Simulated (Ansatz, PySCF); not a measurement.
C6H14AlO2 (SMILES CC(C)[O][Al+][O]C(C)C), charge +1, singlet, geometry from GFN2-xTB (such geometries of metal compounds can be far from the true shape). Base run: REVPBE/STO-3G in PySCF.

Here is a job for PySCF.
```python
from pyscf import gto, scf, dft

mol = gto.Mole()
mol.atom = '''
    Al    0.03802269    0.55687687    0.13647508
    O    -0.11812990    0.29306210    1.73920893
    C    -1.02107405   -0.48788119    2.52669907
    C    -0.86168865   -1.95091007    2.16960199
    C    -2.43139046    0.01880675    2.30475659
    H    -0.69928047   -0.30412560    3.55921822
    H    -1.08283585   -2.07012341    1.10157217
    H    -1.54682782   -2.57229217    2.73983995
    H     0.15630544   -2.28416372    2.35669519
    H    -2.51932207    1.05857236    2.61241351
    H    -2.65250310   -0.04771045    1.23016660
    H    -3.15828903   -0.57730232    2.85006801
    O     0.20934911    1.04292611   -1.41179525
    C     1.02897787    0.60363973   -2.49832986
    C     0.67212191   -0.82546728   -2.85001511
    C     2.48495359    0.76567404   -2.11250210
    H     0.76602410    1.28164678   -3.31965488
    H     0.84247241   -1.45021770   -1.96431019
    H     1.28948902   -1.19666849   -3.66350773
    H    -0.37381853   -0.90151325   -3.13741630
    H     2.71514149    1.80938106   -1.90955763
    H     2.66182224    0.18419763   -1.19671738
    H     3.14617235    0.39984245   -2.89355851
'''
mol.basis = 'sto-3g'
mol.charge = 1
mol.verbose = 4
mol.build()

mf = dft.RKS(mol)
mf.xc = 'revpbe'
mf.kernel()
```

The same geometry, method and basis name were run in Ansatz (a first-principles code) and PySCF, at each program's defaults and at the settings that a row names. The base is PySCF at its defaults. Differences at the defaults can come from grids, fitting, cores and function types together.

| code and settings | ΔE vs base (mEh) | basis functions | E (Eh) | SCF cycles |
|---|---|---|---|---|
| PySCF, defaults (exact integrals, its default grid, spherical functions) | 0.000 | 63 | -621.85631 | 12 |
| Ansatz, defaults (factorised integrals, its default grid, spherical functions) | 0.004 | 63 | -621.85630 | - |
| PySCF, density fitting with def2-universal-jkfit | … | 63 | … | 12 |
| PySCF, fine grid | 0.010 | 63 | -621.85630 | 11 |
| Ansatz, high accuracy | 0.008 | 63 | -621.85630 | - |

### Question
What belongs in the gaps?

### Answer

- PySCF, density fitting with def2-universal-jkfit, ΔE vs base (mEh): -3.350
- PySCF, density fitting with def2-universal-jkfit, E (Eh): -621.85966
